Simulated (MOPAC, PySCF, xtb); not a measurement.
Complex: SiH4 (SMILES [SiH4]) (first 5 atoms) with C2H6O (SMILES CCO); geometry from B3LYP-D3(BJ)/def2-TZVP, rigid monomers moved along the line of their centres of mass till Si1···O8 is 5.43 Å.
(charge 0, multiplicity 1):
```xyz
14

Si    -0.05351    -0.06743    -0.08312
H     -1.23489     0.19413     0.76714
H     -0.39872     0.31536    -1.47674
H      0.30813    -1.49903    -0.06646
H      1.08787     0.76882     0.34872
C      0.25312     1.39628     6.33096
C     -0.11889    -0.06996     6.20173
O      0.69072    -0.76391     5.25306
H     -0.41000     1.89993     7.03798
H      0.17859     1.89951     5.36635
H      1.27694     1.50985     6.69841
H     -0.06778    -0.56692     7.17789
H     -1.14013    -0.17421     5.83388
H      1.61594    -0.65750     5.50028
```

Counterpoise-corrected where a basis set is named; no monomer relaxation.

Rows in 6-31G* carry no dispersion term and start afresh at each structure (6-31G* with six Cartesian d functions). The state reached by PM3 isn't checked.

Run with MOPAC for PM3 (differences of heats of formation); PySCF for 6-31G* rows; xtb for the GFN methods. 

### Question
Predict the interaction energy from GFN-FF.

### Answer
-7 meV
